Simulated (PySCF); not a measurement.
H2Te2. Atoms are numbered in the order given.

```xyz
4

Te     1.3653    -0.0250    -0.0222
Te    -1.3653     0.0250    -0.0222
H      1.5486     1.1446     1.1521
H     -1.5486    -1.1446     1.1521
```
Charge 0, spin multiplicity 1.

The structure is a stationary point at B3LYP-D3(BJ)/def2-TZVP. The def2 effective core potentials stand for the cores of Te; spin–orbit coupling is left out.

The numbers are results of PBE/def2-TZVPD (PySCF), not measurements.

Symmetry labels are those of the subgroup C2 that the program uses (full group C2).

**Question.** List the valence orbital energies around the gap with their symmetry. (An estimate is asked for; the answer gives what the named calculation found.)

**Answer.** 
```json
[
 {"orbital": "HOMO−7", "symmetry": "B", "energy (eV)": "-40.88"},
 {"orbital": "HOMO−6", "symmetry": "A", "energy (eV)": "-16.88"},
 {"orbital": "HOMO−5", "symmetry": "B", "energy (eV)": "-14.99"},
 {"orbital": "HOMO−4", "symmetry": "A", "energy (eV)": "-9.41"},
 {"orbital": "HOMO−3", "symmetry": "B", "energy (eV)": "-8.89"},
 {"orbital": "HOMO−2", "symmetry": "A", "energy (eV)": "-7.67"},
 {"orbital": "HOMO−1", "symmetry": "B", "energy (eV)": "-5.66"},
 {"orbital": "HOMO", "symmetry": "A", "energy (eV)": "-5.65"},
 {"orbital": "LUMO", "symmetry": "B", "energy (eV)": "-2.99"},
 {"orbital": "LUMO+1", "symmetry": "A", "energy (eV)": "-1.42"},
 {"orbital": "LUMO+2", "symmetry": "B", "energy (eV)": "-1.27"},
 {"orbital": "LUMO+3", "symmetry": "A", "energy (eV)": "0.30"}
]
```
